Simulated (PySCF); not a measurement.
## Computed properties of B(Me)(OMe)(SH) (C₂H₇BOS), SMILES COB(C)S

B(Me)(OMe)(SH) (C2H7BOS), SMILES COB(C)S. Geometry: B3LYP-D3(BJ)/def2-SVP. The structure was generated by enumeration, and PubChem lists no compound with its InChIKey, so it may never have been made. Other conformers were not sampled. All values are computed for the isolated molecule unless a solvent is named; none is compared with measurement here.

**Structure.** The optimised structure has Cs symmetry. All 30 harmonic modes at B3LYP-D3(BJ)/def2-SVP (PySCF) are real, so it is a minimum. With heavy atoms numbered as in [B:1]([CH3:2])([O:6][CH3:7])[SH:11], the shortest bond between them is B1–O6 at 1.354 Å and the longest B1–S11 at 1.842 Å.

**Vibrations.** The strongest infrared lines (harmonic, unscaled, degenerate partners summed) lie at 1381 cm⁻¹ (360 km/mol, B 34 %, H 32 %, O 20 %, C 14 %), 1097 cm⁻¹ (132 km/mol, B 56 %, H 26 %, C 13 %), 1070 cm⁻¹ (92 km/mol, C 35 %, O 32 %, B 19 %, H 14 %). The softest mode is at 62 cm⁻¹ and the zero-point energy is 58.5 kcal/mol.

**Electronic structure.** r2SCAN/def2-TZVP (PySCF) places the frontier levels at -6.62 and -0.25 eV, a gap of 6.37 eV, and gives a dipole moment of 0.15 D and a mean polarisability of 62.4 bohr³. PBE/def2-TZVP (PySCF) at the same geometry gives -6.33 and -0.59 eV, so its gap is 0.63 eV narrower. An orbital gap is neither the optical nor the fundamental gap.

**Excitations.** TDA-M06-2X/def2-SVPD (PySCF) has S1 at 6.41 eV (194 nm, f = 0.018, weak); the most intense of the 10 singlets computed lies at 7.04 eV (f = 0.12). T1 (TDA) is at 6.07 eV, 0.34 eV under S1. TDA-PBE/def2-SVPD (PySCF) puts S1 at 5.91 eV. No vertical singlet excitation falls in the visible range (under 3.1 eV).

**NMR.** GIAO shifts at PBE0/pcSseg-1 (PySCF) (non-relativistic, atoms alike by connectivity averaged): ¹³C from 10.3 to 57.6 ppm against TMS; ¹H from 0.9 to 4.0 ppm against TMS; ¹¹B at 36.3 ppm against BF3.
